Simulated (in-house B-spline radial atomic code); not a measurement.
# Binding energies in the zirconium ion Zr²⁺

NIST's tabulated ground configuration is [Kr] 4d2; each binding energy is the energy of the ion with one electron taken from that subshell, relaxed, less that of the parent. Method: Dirac-Hartree-Fock, average of configuration, Fermi nucleus of rms radius 4.2694 fm. Calculated with an all-electron radial atomic-structure program (B-spline basis). Energies include first-order Breit, QED and recoil terms.

```csv
subshell,X-ray name,binding energy (eV),-ε (eV),relaxation (eV)
1s,K,18022.1,18124.5,55.9
2s,L1,2562.8,2595.3,28.2
2p1/2,L2,2333.2,2368.3,30.9
2p3/2,L3,2248.7,2281.8,30.3
3s,M1,458.6,468.7,9.5
3p1/2,M2,372.5,382.7,9.7
3p3/2,M3,358.6,368.3,9.4
4s,N1,80.5,82.47,1.90
4p1/2,N2,54.7,56.38,1.63
4p3/2,N3,52.91,54.48,1.55
4d,"N4,5",21.53,22.06,0.54
```

Relaxation = -ε minus the binding energy without Breit, QED and recoil terms.

Emission lines follow as differences of binding energies, with λ = 12398.42 eV·Å / E:

```tsv
line	holes	energy (eV)	wavelength (Å)
K-L3	1s → 2p3/2	15773.4	0.78603
K-L2	1s → 2p1/2	15688.9	0.79027
K-M3	1s → 3p3/2	17663.5	0.70192
L1-M3	2s → 3p3/2	2204.2	5.6249
L3-M1	2p3/2 → 3s	1790.1	6.9261
```

(1) What screening constant σ does Moseley's law, E = (3/4)·13.6057 eV·(Z - σ)², need for K-L3?

(2) What does it cost to remove both a 3s and a 4d electron?

(3) What does it cost to remove both a 2s and a 3p1/2 electron?

(4) What does it cost to remove two 4p3/2 electrons?

Answers

(1) σ = 0.68.

(2) 494.54 eV, which is 14.41 eV more than the two single binding energies together.

(3) 2977.4 eV, which is 42.11 eV more than the two single binding energies together.

(4) 120.62 eV, which is 14.81 eV more than the two single binding energies together.
